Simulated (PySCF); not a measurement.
Run record: geometry optimisation, `BrB(Cl)NB`.

Computed with PBE0-D3(BJ)/def2-SVP geometry optimisation, gas phase (PySCF 2.14.0). Start geometry: GFN2-xTB. A driver script takes a list of jobs; this job's settings line and coordinates (Å) are shown.

Command:
```bash
OMP_NUM_THREADS=1 python probes_run.py task.json out
```

Input:
```
{"job": {"xc": "PBE0", "basis": "def2-SVP", "d3": "d3bj", "grid": 1, "shake": 0.01, "kind": "geom"}, "charge": 0, "multiplicity": 1}
B      1.364760     0.200860    -0.107660
N      0.117320    -0.448990     0.139760
B     -1.232130     0.002660     0.017460
Cl    -2.472010    -1.097750     0.385500
Br    -1.625130     1.750260    -0.512980
H      2.333170    -0.356100     0.065390
H      1.339030     1.327830    -0.488240
H      0.230130    -1.397900     0.448310
```

**Question.** Give the output.

**Answer.** 
```
step   0  E = -3139.64365479  max force = 0.045260
step   1  E = -3139.64897126  max force = 0.015530
step   2  E = -3139.64966186  max force = 0.006555
step   3  E = -3139.64983224  max force = 0.003280
step   4  E = -3139.64995162  max force = 0.001016
step   5  E = -3139.64995801  max force = 0.001202
step   6  E = -3139.64997407  max force = 0.000122
step   7  E = -3139.64997477  max force = 0.000083
optimisation converged
```

Energies in Eh; «max force» is the largest Cartesian gradient component in Eh/bohr.

**Question.** How much energy does the optimisation release, in kJ/mol?

**Answer.** E(step 0) − E(last step) = 0.006320 Eh, which is 16.6 kJ/mol.

**Question.** Give the first gradient maximum in eV/Å.

**Answer.** With 1 Eh/bohr = 51.422 eV/Å, 2.327 eV/Å.

Main results: final energy -3139.64997 Eh after 7 steps; dipole 1.57 D.

**Question.** Give the final coordinates.

**Answer.** 0.040 Å rms from the input after alignment:
```
atom  x, y, z in Å
B1     0.4182   -0.5728   -0.0981
N2    -0.7942   -1.2650    0.1576
B3    -2.1399   -0.8180    0.0694
Cl4   -3.4289   -1.9419    0.4856
Br5   -2.6003    0.9518   -0.4803
H6     1.4559   -1.1693    0.0579
H7     0.3863    0.5749   -0.4577
H8    -0.7062   -2.2318    0.4616
```

**Question.** Estimate the wall time. Hardware: Arm Neoverse V2, one thread, shared host. And the peak memory of the process?

**Answer.** About 29 s, with 0.44 GiB resident at the peak, the Python interpreter and its libraries included.
Labels such as C1 count atoms from 1, the log's own numbers from 0.
